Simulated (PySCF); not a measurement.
Ranking problems on computed properties.

Each SMILES stands for a single optimised conformer of the isolated species, non-relativistic unless stated; the electronic structure was computed with PySCF and density fitting.

Dipoles, sizes and rotational constants follow the conformer. The torsions of the flexible species, by atom-mapped SMILES:
- `[CH3:1][CH2:2][Si@@H:3]([CH2:4][F:5])[SiH2:6][SiH3:7]`: C1–C2–Si3–C4 -74°, C2–Si3–C4–F5 163°, C2–Si3–Si6–Si7 -75°
- `[F:1][C:2]([F:3])([F:4])[SiH2:5][CH2:6][SiH2:7][PH:8][SiH3:9]`: F1–C2–Si5–C6 -159°, C2–Si5–C6–Si7 -57°, Si5–C6–Si7–P8 -165°, C6–Si7–P8–Si9 -172°
- `[CH3:1][CH:2]=[P:3]1([N:4]([CH3:5])[CH3:6])[CH:7]=[CH:8]1`: C2–P3–N4–C5 150°
- `[CH3:1][SiH2:2][Si@@H:3]([SiH3:4])/[C:5]([CH:6]=[O:7])=[CH:8]/[Cl:9]`: C1–Si2–Si3–Si4 -20°, Si2–Si3–C5–C6 -70°, Si3–C5–C6–O7 1°
- `[O-:1][CH2:2][CH:3]1[CH2:4][CH2:5][CH2:6]1`: O1–C2–C3–C4 -50°

The conformers of `C[Si@@H]1NC[C@@H](CF)N1`, `CC(C)C1SCCS1` and `CO[C@@H]1CC[C@@H](OC)[NH2+]1` aren't listed.

(1) Rank by HOMO–LUMO gap, highest first (PBE0/pcSseg-1 at GFN2-xTB geometries).
A. `C1CSC(S1)C(C)C`
B. `C([SiH2]C(F)(F)F)[SiH2]P[SiH3]`
C. `C[Si@@H]1NC[C@@H](CF)N1`
D. `[SiH3][Si@@H](/C(C=O)=C/Cl)[SiH2]C`
E. `CC=P1(N(C)C)C=C1`
F. `CO[C@@H]1CC[C@@H](OC)[NH2+]1`
G. `C([Si@H]([SiH2][SiH3])CF)C`

(2) By how much do the two ends of that ranking differ?

(3) Rank by smallest rotational constant, highest first (GFN2-xTB).
A. `CC[Si@@H](CF)[SiH2][SiH3]`
B. `[O-]CC1CCC1`
C. `FC(F)(F)[SiH2]C[SiH2]P[SiH3]`
D. `C1P(N(C)C)(=CC)C=1`
E. `C(/C=O)(=C/Cl)[Si@H]([SiH3])[SiH2]C`

(4) Rank by HOMO energy, lowest first (PBE0/pcSseg-1 at GFN2-xTB geometries).
A. `CC[Si@@H](CF)[SiH2][SiH3]`
B. `FC(F)(F)[SiH2]C[SiH2]P[SiH3]`
C. `C[Si@@H]1NC[C@@H](CF)N1`
D. `C[SiH2][Si@@H]([SiH3])/C(C=O)=C/Cl`

(5) By how much do the two ends of that ranking differ?

Answers

(1) F (8.76 eV), C (7.75 eV), G (7.62 eV), B (7.18 eV), A (6.60 eV), D (5.26 eV), E (4.60 eV).

(2) By 4.16 eV, between `CO[C@@H]1CC[C@@H](OC)[NH2+]1` and `CC=P1(N(C)C)C=C1`.

(3) B (2.500 GHz), D (1.025 GHz), A (0.779 GHz), E (0.417 GHz), C (0.282 GHz).

(4) A (-8.10 eV), D (-7.71 eV), B (-7.40 eV), C (-6.51 eV).

(5) By 1.59 eV, between `C[Si@@H]1NC[C@@H](CF)N1` and `CC[Si@@H](CF)[SiH2][SiH3]`.
